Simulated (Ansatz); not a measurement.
A nudged elastic band was laid between two geometries of CH9AlSi2 (13 atoms, charge 0, multiplicity 1).

Method: RKS B3LYP-D4/STO-3G in Ansatz 0.2.0.

```json
{
 "movable images": "7",
 "climbing image": "yes",
 "spring": "5.0 eV/Å²",
 "optimiser": "quadratic models (default)",
 "start path": "through a guess of the saddle point",
 "force threshold": "0.05 eV/Å",
 "iteration limit": "60",
 "end points": "relaxed"
}
```

First end point:

```xyz
13
Properties=species:S:1:pos:R:3
C -1.868 -0.207 0.764
Si -0.327 -1.241 0.441
Si 1.496 0.054 0.119
Al 1.285 1.555 -1.603
H -1.751 0.420 1.658
H -2.749 -0.842 0.921
H -2.092 0.462 -0.077
H -0.589 -2.058 -0.725
H -0.157 -2.151 1.554
H 1.754 0.716 1.382
H 2.617 -0.847 -0.059
H 1.848 1.252 -2.964
H 0.553 2.851 -1.396
```

Last end point:

```xyz
13
Properties=species:S:1:pos:R:3
C -1.853 -0.174 0.741
Si -0.328 -1.246 0.468
Si 1.513 0.007 0.091
Al 1.251 1.571 -1.568
H -1.724 0.498 1.600
H -2.743 -0.786 0.935
H -2.071 0.452 -0.134
H -0.602 -2.109 -0.662
H -0.174 -2.107 1.621
H 1.871 0.608 1.360
H 2.589 -0.922 -0.191
H 0.786 2.963 -1.241
H 1.505 1.212 -3.005
```

Task: What changes between the two ends?

Result: No bond is made or broken. The dihedral Si2–Si3–Al4–H12 goes from -98 to 91°.

Task: Give the energies along the band, and the barrier.

Result: It converged. The highest image is number 4 of 0 to 8, 0.3 kcal/mol above the ends, which have the same energy within 2 meV. A vibrational analysis at the climbing image gives one clearly imaginary mode, 62i cm⁻¹: a first-order saddle point. Limits of this set-up: minimal basis.

| image | path coordinate (Å) | energy (kcal/mol) | dihedral Si2–Si3–Al4–H12 (°) |
| --- | --- | --- | --- |
| 0 | 0.00 | 0.0 | -98 |
| 1 | 0.65 | 0.1 | -120 |
| 2 | 1.29 | 0.1 | -141 |
| 3 | 1.94 | 0.2 | -162 |
| 4 | 2.58 | 0.3 | 178 |
| 5 | 3.23 | 0.2 | 157 |
| 6 | 3.87 | 0.1 | 135 |
| 7 | 4.52 | 0.0 | 113 |
| 8 | 5.16 | 0.0 | 91 |

Task: What is the geometry of the highest image?

Result: 
```xyz
13
Properties=species:S:1:pos:R:3:forces:R:3
C -1.837 -0.114 0.885 0.03 -0.03 -0.01
Si -0.387 -1.234 0.444 -0.02 0.01 0.01
Si 1.481 -0.038 0.029 -0.01 0.00 -0.01
Al 1.298 1.506 -1.665 0.00 0.00 0.01
H -1.628 0.476 1.787 -0.01 0.00 0.00
H -2.748 -0.696 1.076 -0.01 0.00 0.00
H -2.061 0.591 0.074 -0.01 0.01 0.00
H -0.770 -2.005 -0.719 0.00 -0.01 0.00
H -0.208 -2.179 1.525 0.01 0.00 0.00
H 1.865 0.598 1.273 0.00 0.00 0.00
H 2.548 -0.983 -0.235 0.00 0.00 0.00
H 2.448 2.408 -2.017 0.01 0.00 0.00
H 0.019 1.635 -2.442 0.00 0.01 -0.01
```

The band took 8 iterations and of the order of 2 core-minutes.

Run time: 2 min on 1 thread of Arm Neoverse V2, on a shared host, peak memory 0.11 GiB.
